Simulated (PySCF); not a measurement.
## TaS₂⁻, triplet: data card

Method: UPBE0/[Ta def2-SVPD with ECP60, S def2-SVPD], scalar-relativistic core potentials, density fitting, no spin–orbit coupling, PySCF.

The structure is a minimum.

Coordinates in bohr (charge -1 multiplicity 3):
```
Ta   -0.5115    0.0000    0.0000
S     1.4264    0.0000    3.7405
S     1.4264    0.0000   -3.7405
```

```json
{
  "Point group": "C2v",
  "Bond lengths": "Ta–S 2.229 Å (×2)",
  "Bond angles": "S–Ta–S 125.2°",
  "Zero-point energy": "6.2 kJ/mol",
  "Lowest empty level (α)": "1.53 eV",
  "Heat capacity Cp at 298.15 K": "52.5 J/(mol K)",
  "Enthalpy at 298.15 K above 0 K": "13.12 kJ/mol",
  "Spin squared ⟨S²⟩": "2.026",
  "Principal polarisabilities": "80.9, 110.8, 156.1 bohr³",
  "Rotational constants": "0.3393, 0.06729, 0.05615 cm⁻¹",
  "Principal quadrupole moments (Buckingham, traceless) about the centre of mass": "-20.24, 5.29, 14.95 D Å",
  "Highest occupied level (α)": "-0.84 eV",
  "Dipole moment about the centre of mass": "3.36 D",
  "Rotational symmetry number": "2",
  "Entropy at 298.15 K and 1 bar (electronic part: spin only)": "312.5 J/(mol K)"
}
```

Harmonic modes (masses in u: Ta 180.948, S 31.972):
```
symmetry  ω (cm⁻¹)  IR (km/mol)     type
      a1       106          0.3     bend
      b2       461          181  stretch
      a1       473         24.3  stretch
```

In C2v the vibrations span 2a1 + b2. Here b1 is antisymmetric to the molecular plane and b2 lies in it.

Charges (e); Mulliken and Löwdin values are unreliable with diffuse functions:
```tsv
atom	Mulliken	Löwdin	polar tensor	spin (Mulliken)	Mayer order to Ta1
Ta1	0.64	-0.25	0.68	2.35	–
S2,3	-0.82	-0.37	-0.84	-0.18	1.67
```

Mulliken populations on Ta1 (electrons outside its core potential): s 2.80, p 6.35, d 3.15, f 0.06.

Formally Ta is in oxidation state +3, d2, with 2 unpaired electrons (the high-spin count). The Mulliken spin on Ta is 2.35. The polar-tensor charge on Ta, 0.68, is far below the formal one.

Other isomers or separated fragments may lie lower. With open d or f shells other occupations or spin states may lie lower. The lowest empty level of this anion is unbound, so it and the gap depend on the basis. At this level a broken-symmetry Ms = 0 minimum of C2v symmetry lies 11 kJ/mol below this structure. No spin–orbit coupling is included, which matters more the heavier the element.

The final relaxation and frequency run took about 90 core-seconds on a shared host.
